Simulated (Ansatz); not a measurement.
`[SiH3][CH2][SbH2]` + `C=N` → `C=NC[SiH3]` + `[SbH3]` at 700 K and 1 bar (substitution at a C–Sb bond).

Calculated with Ansatz (gas phase, PBE0-D4/def2-TZVP geometries, no zero-point term in ΔE). CCSD(T)/CBS adds triple-zeta CCSD(T) − MP2 to the extrapolated MP2 energy (def2 sets, frozen cores). This one scheme is used for every species. Elements past krypton have def2 core potentials. For Sb outer-core shells are correlated without core-valence functions, which leaves a few kJ/mol of doubt a bond. One conformer a species, not always the lowest.

```json
{"species": "`[SiH3][CH2][SbH2]`", "CCSD(T)/CBS energy (Eh)": "-571.33795", "H − E (kJ/mol)": "244.1", "S (J/(mol·K))": "455.8"}
{"species": "`C=N`", "CCSD(T)/CBS energy (Eh)": "-94.52360", "H − E (kJ/mol)": "135.6", "S (J/(mol·K))": "268.6"}
{"species": "`C=NC[SiH3]`", "CCSD(T)/CBS energy (Eh)": "-424.05510", "H − E (kJ/mol)": "289.8", "S (J/(mol·K))": "424.0"}
{"species": "`[SbH3]`", "CCSD(T)/CBS energy (Eh)": "-241.78682", "H − E (kJ/mol)": "81.5", "S (J/(mol·K))": "275.4"}
```

H − E and S are ideal-gas, rigid-rotor, harmonic terms from PBE0-D4/def2-TZVP, for one conformer and one mirror image of each species. 1 Eh = 2625.50 kJ/mol, R = 8.31446 J/(mol·K).

Problem. By hand: ΔE, ΔH, ΔS and ΔG.

Solution. ΔE = (-424.05510) + (-241.78682) − (-571.33795) − (-94.52360) = 0.01963 Eh = 51.5 kJ/mol. Δ(H − E) = 289.8 + 81.5 − 244.1 − 135.6 = -8.4, so ΔH = 43.1 kJ/mol. ΔS = 424.0 + 275.4 − 455.8 − 268.6 = -25.0 J/(mol·K). ΔG = 43.1 − 700 × (-25.0)/1000 = 60.6 kJ/mol.

Problem. By hand: the equilibrium constant, and the temperature at which ΔG would vanish if ΔH and ΔS stayed fixed.

Solution. log₁₀ K = −ΔG/(RT ln 10) = -4.5. ΔH and −TΔS have one sign here, so there is no such temperature.

TΔS isn't small against ΔH here. A doubt of 5 kJ/mol in ΔE shifts log₁₀ K by 0.4 here. Other conformers and mirror images would add mixing entropy, several J/(mol·K) or more a flexible species. Modes under 60 cm⁻¹, often nearly free rotors, make the harmonic entropy too high. These are equilibria of isolated gas molecules and say nothing of rates. Largest T1 diagnostic: 0.014 (customary marks: 0.02 for closed shells, 0.045 for open ones).
